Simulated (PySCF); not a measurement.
Q: What does the PBE0-D3(BJ)/def2-SVP structure of `[SnH3][N]1CCC=N1` look like in three dimensions?

A: 
Z-matrix in Å and degrees, rows numbered from 1:
```
Sn
N   1  2.0529
C   2  1.4658  1  127.85
C   3  1.5340  2  102.38  1   169.07
C   4  1.5077  3  100.00  2   -19.59
N   5  1.2818  4  112.72  3    14.48
H   1  1.7131  2  104.76  3    40.54
H   1  1.7181  2  110.22  3   -78.46
H   1  1.7040  2  106.34  3   160.26
H   3  1.1091  2  111.28  1    51.30
H   3  1.1001  2  111.43  1   -69.08
H   4  1.1062  3  112.28  2    97.01
H   4  1.0997  3  113.19  2  -141.41
H   5  1.0916  4  126.40  3  -171.32
```

The C–C distances run from 1.508 Å (C4–C5, drawn single) to 1.534 Å (C3–C4, drawn single), a spread of 0.026 Å. Sn1 (tin bonded to N and 3 H) is distorted tetrahedral (angles from 104.8° to 112.8°). The 5-membered ring N2–C3–C4–C5–N6 has internal angles of 100.0° to 112.7°; it is puckered, 0.09 Å rms from its mean plane, widest ring torsion 21°. The C–N distances run from 1.282 Å (C5=N6, drawn double) to 1.466 Å (N2–C3, drawn single), a spread of 0.184 Å.

Computed, not measured: PySCF 2.14.0, PBE0-D3(BJ)/def2-SVP geometry optimisation, gas phase, def2 core potentials past Kr.

Point group: C1 (no symmetry element, even within 0.4 Å). Not checked by PBE0-D3(BJ)/def2-SVP frequencies. The numbers are those of one conformer (Sn1–N2–C3–C4 169°, N2–C3–C4–C5 -20°, C3–C4–C5–N6 14°, Sn1–N2–N6–C5 -165°).
